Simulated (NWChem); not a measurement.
System: C₂H₈Si₂; SMILES C1C[SiH2][SiH2]1

NWChem input:

```
start job
memory heap 200 mb stack 900 mb global 1100 mb
geometry units angstroms noautosym nocenter noautoz
  C      0.731878    -0.258152     1.249936
  C     -0.731878     0.258152     1.249936
  Si    -1.164949    -0.093466    -0.586419
  Si     1.164949     0.093466    -0.586419
  H      0.749439    -1.351981     1.396573
  H      1.375767     0.183608     2.027365
  H     -0.749439     1.351981     1.396573
  H     -1.375767    -0.183608     2.027365
  H     -2.106338     0.840822    -1.278259
  H     -1.645978    -1.497636    -0.786281
  H      1.645978     1.497636    -0.786281
  H      2.106338    -0.840822    -1.278259
end
basis spherical
  C library pcsseg-1
  Si library pcsseg-1
  H library pcsseg-1
end
dft
  xc kt2
  iterations 150
end
property
  shielding 6 1 3 5 6 9 10
  efieldgrad
end
task dft property
```

NWChem printed, in part:

```
             Northwest Computational Chemistry Package (NWChem) 7.3.0
             --------------------------------------------------------

                             Geometry "geometry" -> ""
                             -------------------------

 Output coordinates in angstroms (scale by  1.889725989 to convert to a.u.)

  No.       Tag          Charge          X              Y              Z
 ---- ---------------- ---------- -------------- -------------- --------------
    1 C                    6.0000     0.73187800    -0.25815200     1.24993600
    2 C                    6.0000    -0.73187800     0.25815200     1.24993600
    3 Si                  14.0000    -1.16494900    -0.09346600    -0.58641900
    4 Si                  14.0000     1.16494900     0.09346600    -0.58641900
    5 H                    1.0000     0.74943900    -1.35198100     1.39657300
    6 H                    1.0000     1.37576700     0.18360800     2.02736500
    7 H                    1.0000    -0.74943900     1.35198100     1.39657300
    8 H                    1.0000    -1.37576700    -0.18360800     2.02736500
    9 H                    1.0000    -2.10633800     0.84082200    -1.27825900
   10 H                    1.0000    -1.64597800    -1.49763600    -0.78628100
   11 H                    1.0000     1.64597800     1.49763600    -0.78628100
   12 H                    1.0000     2.10633800    -0.84082200    -1.27825900

 Effective nuclear repulsion energy (a.u.)     215.5672551845

                              NWChem Property Module
                              ----------------------

  itol2e modified to match energy
  convergence criterion.

                                 NWChem DFT Module
                                 -----------------

 Summary of "ao basis" -> "ao basis" (spherical)
 ------------------------------------------------------------------------------
       Tag                 Description            Shells   Functions and Types
 ---------------- ------------------------------  ------  ---------------------
 C                          pcsseg-1                 7       17   3s3p1d
 Si                         pcsseg-1                10       24   4s5p1d
 H                          pcsseg-1                 3        5   2s1p

  itol2e modified to match energy
  convergence criterion.

            General Information
            -------------------
          SCF calculation type: DFT
          Wavefunction type:  closed shell.
          No. of atoms     :    12
          No. of electrons :    48
           Alpha electrons :    24
            Beta electrons :    24
          Charge           :     0
          Spin multiplicity:     1
          Use of symmetry is: off; symmetry adaption is: off
          Maximum number of iterations: 150
          AO basis - number of functions:   122
                     number of shells:    58
          Convergence on energy requested:  1.00D-07
          Convergence on density requested:  1.00D-05
          Convergence on gradient requested:  5.00D-04

              XC Information
              --------------
                          KT2 Method XC Functional
                        Slater Exchange Functional  1.072 local
                           KT1 gradient correction  1.000 non-local
            Perdew 1991 LDA Correlation Functional  0.577 local

             Grid Information
             ----------------
          Grid used for XC integration:  fine
          Radial quadrature: Mura-Knowles
          Angular quadrature: Lebedev.
          Tag              B.-S. Rad. Rad. Pts. Rad. Cut. Ang. Pts.
          ---              ---------- --------- --------- ---------
          C                   0.70       70          11.0       590
          Si                  1.10      123          11.0       770
          H                   0.35       60          12.0       590
          Grid pruning is: on
          Number of quadrature shells:   866
          Spatial weights used:  Erf1

      Superposition of Atomic Density Guess
      -------------------------------------

 Sum of atomic energies:        -656.92139747

      Non-variational initial energy
      ------------------------------

 Total energy =    -659.202499
 1-e energy   =   -1334.085760
 2-e energy   =     459.316006
 HOMO         =      -0.295574
 LUMO         =       0.033178

   convergence    iter        energy       DeltaE   RMS-Dens  Diis-err
 ---------------- ----- ----------------- --------- --------- ---------
 d= 0,ls=0.0,diis     1   -666.3897361166 -8.82D+02  5.48D-03  7.72D-01
 d= 0,ls=0.0,diis     2   -666.4052671589 -1.55D-02  4.83D-03  2.32D-01
 d= 0,ls=0.0,diis     3   -666.4143405311 -9.07D-03  2.36D-03  1.04D-01
 d= 0,ls=0.0,diis     4   -666.4291287095 -1.48D-02  5.55D-04  4.01D-03
 d= 0,ls=0.0,diis     5   -666.4296018348 -4.73D-04  1.64D-04  3.33D-04
  Resetting Diis
 d= 0,ls=0.0,diis     6   -666.4296594859 -5.77D-05  1.59D-05  1.80D-06
 d= 0,ls=0.0,diis     7   -666.4296597843 -2.98D-07  5.64D-06  6.52D-08
 d= 0,ls=0.0,diis     8   -666.4296597773  7.01D-09  3.09D-06  1.22D-07

         Total DFT energy =     -666.429659777298
      One electron energy =    -1340.091528041816
           Coulomb energy =      520.399622959116
    Exchange-Corr. energy =      -62.305009879141
 Nuclear repulsion energy =      215.567255184543

 Numeric. integr. density =       47.999998822124

                       DFT Final Molecular Orbital Analysis
                       ------------------------------------

 Vector   22  Occ=2.000000D+00  E=-2.839196D-01
              MO Center=  9.7D-09,  8.9D-09,  5.3D-01, r^2= 4.2D+00
   Bfn.  Coefficient  Atom+Function         Bfn.  Coefficient  Atom+Function
  ----- ------------  ---------------      ----- ------------  ---------------
   108      0.202207  10 H  s               113      0.202207  11 H  s
    83      0.178388   5 H  s                93      0.178388   7 H  s
     7     -0.161292   1 C  px               24      0.161292   2 C  px
    88     -0.141885   6 H  s                98     -0.141885   8 H  s
    10     -0.132563   1 C  px               27      0.132563   2 C  px

 Vector   23  Occ=2.000000D+00  E=-2.523212D-01
              MO Center=  3.0D-08, -4.0D-09,  5.4D-01, r^2= 3.6D+00
   Bfn.  Coefficient  Atom+Function         Bfn.  Coefficient  Atom+Function
  ----- ------------  ---------------      ----- ------------  ---------------
     9      0.225671   1 C  pz               12      0.225859   1 C  pz
    26     -0.225671   2 C  pz               29     -0.225859   2 C  pz
    50      0.214086   3 Si pz               74     -0.214086   4 Si pz
    88      0.170371   6 H  s                98     -0.170371   8 H  s
     3     -0.151580   1 C  s                20      0.151580   2 C  s

 Vector   24  Occ=2.000000D+00  E=-2.394443D-01
              MO Center=  6.5D-10,  1.2D-08, -5.2D-01, r^2= 3.3D+00
   Bfn.  Coefficient  Atom+Function         Bfn.  Coefficient  Atom+Function
  ----- ------------  ---------------      ----- ------------  ---------------
    48      0.310306   3 Si px               72     -0.310306   4 Si px
    51      0.192302   3 Si px               75     -0.192302   4 Si px
    38      0.147950   3 Si s                62      0.147950   4 Si s
    50     -0.131304   3 Si pz               74     -0.131304   4 Si pz
    12      0.117352   1 C  pz               29      0.117352   2 C  pz

 Vector   25  Occ=0.000000D+00  E=-2.875555D-02
              MO Center= -1.3D-08,  1.5D-09, -5.3D-01, r^2= 6.0D+00
   Bfn.  Coefficient  Atom+Function         Bfn.  Coefficient  Atom+Function
  ----- ------------  ---------------      ----- ------------  ---------------
    51      0.811254   3 Si px               75      0.811254   4 Si px
    38      0.804415   3 Si s                62     -0.804415   4 Si s
    53     -0.527532   3 Si pz               77      0.527532   4 Si pz
     3     -0.403550   1 C  s                20      0.403550   2 C  s
   109     -0.221997  10 H  s               114      0.221997  11 H  s

 Vector   26  Occ=0.000000D+00  E=-1.787918D-02
              MO Center= -7.5D-09,  3.2D-08, -3.4D-01, r^2= 6.0D+00
   Bfn.  Coefficient  Atom+Function         Bfn.  Coefficient  Atom+Function
  ----- ------------  ---------------      ----- ------------  ---------------
     3      0.885742   1 C  s                20      0.885742   2 C  s
    53     -0.745727   3 Si pz               77     -0.745727   4 Si pz
   104     -0.280196   9 H  s               119     -0.280196  12 H  s
   109     -0.257054  10 H  s               114     -0.257053  11 H  s
    51     -0.242337   3 Si px               75      0.242337   4 Si px

 Vector   27  Occ=0.000000D+00  E=-1.754815D-02
              MO Center=  1.1D-08, -4.0D-08, -3.8D-01, r^2= 5.3D+00
   Bfn.  Coefficient  Atom+Function         Bfn.  Coefficient  Atom+Function
  ----- ------------  ---------------      ----- ------------  ---------------
    52      0.788858   3 Si py               76      0.788858   4 Si py
   104     -0.695573   9 H  s               119      0.695573  12 H  s
   109      0.691276  10 H  s               114     -0.691276  11 H  s
    89     -0.425076   6 H  s                99      0.425076   8 H  s
    53     -0.277493   3 Si pz               77      0.277493   4 Si pz

     Multipole analysis of the density
     ---------------------------------

     L   x y z        total         alpha         beta         nuclear
     -   - - -        -----         -----         ----         -------
     0   0 0 0     -0.000000    -24.000000    -24.000000     48.000000

     1   1 0 0     -0.000000     -0.000000     -0.000000     -0.000000
     1   0 1 0     -0.000000     -0.000000     -0.000000     -0.000000
     1   0 0 1      0.205412     -1.124006     -1.124006      2.453424

     2   2 0 0    -32.136020   -129.676621   -129.676621    227.217222
     2   1 1 0     -0.181430     -1.248255     -1.248255      2.315080
     2   1 0 1      0.000000      0.000000      0.000000      0.000000
     2   0 2 0    -31.772606    -34.932992    -34.932992     38.093379
     2   0 1 1      0.000000      0.000000      0.000000      0.000000
     2   0 0 2    -31.368577    -96.037772    -96.037772    160.706967

          -----------------------
          Electric field gradient
          -----------------------

 1 a.u. = 0.324123 10**(16) esu/cm**3  ( or statvolts/cm**2 ) = 0.97174 10**(22) v/m**2

[...]

          -----------------------------------------
          Chemical Shielding Tensors (GIAO, in ppm)
          -----------------------------------------

                                NWChem CPHF Module
                                ------------------

  scftype          =     RHF
  nclosed          =       24
  nopen            =        0
  variables        =     2352
  # of vectors     =        3
  tolerance        = 0.10D-03
  level shift      = 0.00D+00
  max iterations   =       50
  max subspace     =       30

 SCF residual:    1.2627599490770111E-004

Iterative solution of linear equations
  No. of variables     2352
  No. of equations        3
  Maximum subspace       30
        Iterations       50
       Convergence  1.0D-04

   iter   nsub   residual    time
   ----  ------  --------  ---------
     1      3    8.13D-05     149.3

      Atom:    1  C
        Diamagnetic
    258.6015     -3.4043     -3.6947
     -3.4043    246.4410     -0.7729
     -3.6947     -0.7729    252.5194

        Paramagnetic
    -71.1425     -5.9569      6.9938
     -5.9569    -98.0643      6.4417
      6.9938      6.4417    -82.8835

        Total Shielding Tensor
    187.4590     -9.3612      3.2991
     -9.3612    148.3767      5.6687
      3.2991      5.6687    169.6360

           isotropic =     168.4906
          anisotropy =      31.9422

          Principal Components and Axis System
                 1           2           3
              189.7854    171.0108    144.6754

      1         0.9733     -0.0453      0.2252
      2        -0.2061      0.2603      0.9433
      3         0.1014      0.9645     -0.2440

      Atom:    2  Si
        Diamagnetic
    884.8270      0.0731      1.7989
      0.0731    880.0184      0.2295
      1.7989      0.2295    884.5707

        Paramagnetic
   -485.0253    -15.3045    -18.7188
    -15.3045   -522.7101      6.5217
    -18.7188      6.5217   -416.8607

        Total Shielding Tensor
    399.8017    -15.2314    -16.9199
    -15.2314    357.3083      6.7512
    -16.9199      6.7512    467.7100

           isotropic =     408.2733
          anisotropy =      96.4722

          Principal Components and Axis System
                 1           2           3
              472.5881    399.8335    352.3984

      1        -0.2431      0.9217      0.3022
      2         0.0887     -0.2891      0.9532
      3         0.9659      0.2585     -0.0115

      Atom:    3  H
        Diamagnetic
     26.3015     -2.5640      0.4395
     -2.5640     39.0084     -4.1266
      0.4395     -4.1266     26.5734

        Paramagnetic
      1.9020      0.5264      0.0601
      0.5264     -6.4438      1.5736
      0.0601      1.5736      1.3181

        Total Shielding Tensor
     28.2035     -2.0376      0.4996
     -2.0376     32.5645     -2.5530
      0.4996     -2.5530     27.8915

           isotropic =      29.5532
          anisotropy =       7.2428

          Principal Components and Axis System
                 1           2           3
               34.3817     27.6474     26.6304

      1        -0.3179      0.8811      0.3500
      2         0.8737      0.1289      0.4690
      3        -0.3682     -0.4549      0.8109

      Atom:    4  H
        Diamagnetic
     31.9880      2.8048      6.9626
      2.8048     25.1802      3.6826
      6.9626      3.6826     33.8109

        Paramagnetic
     -0.7576     -2.0686     -1.6226
     -2.0686     -0.0162     -2.1760
     -1.6226     -2.1760     -1.6252

        Total Shielding Tensor
     31.2303      0.7362      5.3400
      0.7362     25.1640      1.5067
      5.3400      1.5067     32.1857

           isotropic =      29.5267
          anisotropy =      11.6349

          Principal Components and Axis System
                 1           2           3
               37.2833     26.4895     24.8073

      1         0.6648      0.7354      0.1313
      2         0.1318     -0.2885      0.9484
      3         0.7353     -0.6131     -0.2887

      Atom:    5  H
        Diamagnetic
     30.0918     -5.5156      5.4288
     -5.5156     27.0465     -4.1787
      5.4288     -4.1787     27.3048

        Paramagnetic
     -2.0713      2.8896     -1.9475
      2.8896     -2.2415      2.3929
     -1.9475      2.3929     -0.5102

        Total Shielding Tensor
     28.0205     -2.6259      3.4813
     -2.6259     24.8050     -1.7858
      3.4813     -1.7858     26.7946

           isotropic =      26.5400
          anisotropy =       8.6099

          Principal Components and Axis System
                 1           2           3
               32.2800     24.0269     23.3132

      1         0.7148     -0.4193      0.5596
      2        -0.3898      0.4255      0.8167
      3         0.5806      0.8020     -0.1407

      Atom:    6  H
        Diamagnetic
     26.0738      5.4501      2.0896
      5.4501     34.1884      2.9777
      2.0896      2.9777     24.2291

        Paramagnetic
     -0.0770     -2.9369     -0.9682
     -2.9369     -5.6180     -1.5763
     -0.9682     -1.5763      1.1436

        Total Shielding Tensor
     25.9968      2.5132      1.1214
      2.5132     28.5704      1.4014
      1.1214      1.4014     25.3728

           isotropic =      26.6467
          anisotropy =       6.0843

          Principal Components and Axis System
                 1           2           3
               30.7029     24.8854     24.3518

      1         0.5045      0.2325      0.8315
      2         0.8030     -0.4802     -0.3529
      3         0.3173      0.8458     -0.4290
```

Level: KT2/pcSseg-1, GIAO. Geometry: optimised at PBE0/def2-SVP. NWChem prints the field gradient with the sign opposite to the second derivative of the potential. The output numbers the shielded atoms by their place in the input's list. The printed shielding anisotropy is the first printed principal value minus the mean of the other two.
